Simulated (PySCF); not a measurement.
## ORD: `CC[C@H](Cl)[Si@@H](Cl)Br`, C$_{3}$H$_{7}$BrCl$_{2}$Si

Geometry:
```csv
atom,x (Å),y (Å),z (Å)
C1,2.090,0.063,-0.010
C2,0.663,-0.082,0.502
C3,-0.375,0.097,-0.598
Cl4,-0.312,1.786,-1.237
Si5,-2.186,-0.211,-0.067
Cl6,-2.487,-2.189,0.172
Br7,-2.506,0.828,1.852
H8,2.302,-0.676,-0.780
H9,2.796,-0.073,0.805
H10,2.242,1.053,-0.433
H11,0.485,0.648,1.294
H12,0.530,-1.081,0.930
H13,-0.117,-0.536,-1.450
H14,-3.128,0.371,-1.001
```

Level of theory: TDDFT BHandHLYP/aug-cc-pVDZ circular dichroism and optical rotation, one conformer, gas phase in PySCF. Geometry: GFN2-xTB.

The molecule is flexible and this is one conformer; a measurement averages over conformers. The calculation is non-relativistic, which matters for the atoms heavier than Zn.

Stereocentres: C3 S, Si5 S.

(1) What is the specific rotation at 633, 589.3, 546, 436, 405, 365, 355 nm?

(2) And for the mirror image at 589.3 nm?

(3) What is the molar rotation [Φ] = [α]·M/100 of the geometry above at 589.3 nm?

## Answers

(1) [α] in deg dm⁻¹ (g/mL)⁻¹:
```tsv
λ (nm)	origin-invariant length gauge	modified velocity gauge	length gauge (centre of mass)	isotropic polarisability (au)
633	-59.4	-57.5	-58.9	108.6
589.3	-69.4	-67.1	-68.8	109.0
546	-82.1	-79.4	-81.4	109.4
436	-137.2	-132.9	-136.0	111.4
405	-163.6	-158.6	-162.2	112.3
365	-211.5	-205.4	-209.8	113.9
355	-227.1	-220.6	-225.2	114.4
```

(2) +69.4 deg dm⁻¹ (g/mL)⁻¹ (origin-invariant length gauge): the same size and the opposite sign.

(3) With M = 221.98 g/mol, -154.1 deg cm² dmol⁻¹ (origin-invariant length gauge).

The first excitation lies at 7.00 eV (177 nm) with R = -1.5 × 10⁻⁴⁰ esu² cm² (velocity form).
